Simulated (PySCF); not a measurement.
## How methods differ on the excitation energy of Be⁺

Be⁺ [He] 2s1 (2S) → Be⁺ [He] 3d1 (2D), as a difference of total energies. Computed with PySCF 2.14 in dyall-acv3z, with no relativity, point nucleus. Correlated levels: valence and next inner shell: nothing frozen; virtual orbitals above 40 to 60 times the deepest correlated orbital energy dropped. The calculations carry no spin-orbit coupling.

```tsv
method	excitation energy (eV)
UHF	12.181
LDA	11.862
PBE	11.794
PBE0	11.913
r2SCAN	11.782
B3LYP	11.934
CAM-B3LYP	12.242
wB97M-V	12.292
PW91	11.852
MP2 (valence and next inner shell)	12.242
SCS-MP2 (valence and next inner shell)	12.235
```

**Question.** How much does correlation contribute at MP2 (valence and next inner shell)?

**Answer.** 12.242 − (12.181) = 0.061 eV, measured against UHF.

Errors of the correlated levels include the incompleteness of this basis.

The promoted electron is Rydberg-like, and one or two diffuse shells describe it only roughly, which tends to raise the upper state.

For comparison: 12.157 eV (measured; NIST levels, between the centres of gravity of the two terms).
